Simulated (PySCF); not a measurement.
## Spin states and ions at one geometry of [WO(OH)3]+

PySCF 2.14.0, RKS PBE, W def2-SVP with ECP60, O def2-SVP, H def2-SVP; non-relativistic Hamiltonian with scalar-relativistic core potentials where named; density fitting; no spin-orbit coupling; singlets restricted, open shells unrestricted. The geometry is relaxed for charge +1, singlet, vacuum:

```xyz
8

W    -0.2849    0.0000    0.2187
O     0.6209    0.0000    1.6464
O     0.1383    1.5062   -0.7446
H     0.6931    2.3148   -0.7224
O    -2.0695    0.0000    0.6579
H    -2.6780    0.0000    1.4273
O     0.1383   -1.5062   -0.7446
H     0.6931   -2.3148   -0.7224
```

Energies count from the relaxed state; an electron taken off or put on is at rest in vacuum. Charges and spins are Mulliken's.

| state | energy (eV) | spin squared | charge on W1 (e) | spin on W1 (e) | dipole about the centre of mass (D) |
| --- | --- | --- | --- | --- | --- |
| charge +1, singlet, vacuum | 0.00 | 0.00 | 1.26 | 0.00 | 0.24 |
| charge +1, triplet, vacuum | 5.51 | 2.00 | 1.13 | 0.73 | 0.54 |
| charge +2, doublet, vacuum | 17.29 | 0.76 | 1.42 | -0.11 | 1.04 |

Question: What does the state charge 0, doublet, vacuum give?

Answer: energy (eV) -4.89, spin squared 0.75, charge on W1 (e) 0.89, spin on W1 (e) 0.74, dipole about the centre of mass (D) 0.66.

With an electron taken off (doublet) the charges change, summed by element, by W +0.17 e, O +0.66 e, H +0.17 e. The vertical ionisation energy is 17.29 eV, against −ε(HOMO) = 13.94 eV of the relaxed state. The level lies 3.3 eV too high, as is usual for semilocal functionals and global hybrids, which keep a self-interaction error.

With an electron put on (doublet) the charges change, summed by element, by W -0.37 e, O -0.41 e, H -0.22 e. The vertical electron affinity is 4.89 eV, against −ε(LUMO) = 8.42 eV of the relaxed state.

Open shells may have lower solutions than those found. Hard to converge, so the more doubtful: charge +1, triplet, vacuum; charge 0, doublet, vacuum.
